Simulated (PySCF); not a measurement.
In(H)2(NEtMe) (C3H10InN), SMILES C[N](CC)[InH2]. Heavy atoms are numbered as in [InH2:1][N:4]([CH3:5])[CH2:6][CH3:7]. Hydrogens are named by the atom that carries them.

Geometry optimised at B3LYP-D3(BJ)/def2-SVP. The def2 effective core potentials stand for the cores of In; spin–orbit coupling is left out. Other conformers were not sampled.

Computed with ωB97X/def2-TZVP (PySCF).

ESP charges are fitted to the potential on shells at 1.4 to 2.0 van der Waals radii. Atomic charges (e), one atom of each kind:

| atom | ESP fit | Mulliken |
|---|---|---|
| In1 (InH2) | 0.56 | 0.38 |
| H on In1 | -0.19 | -0.10 |
| N4 | -0.21 | -0.33 |
| C5 (CH3) | -0.50 | -0.26 |
| C6 (CH2) | 0.18 | -0.11 |
| C7 (CH3) | -0.26 | -0.33 |
| H on C5 | 0.14 | 0.10 |
| H on C6 | 0.00 | 0.09 |
| H on C7 | 0.07 | 0.11 |
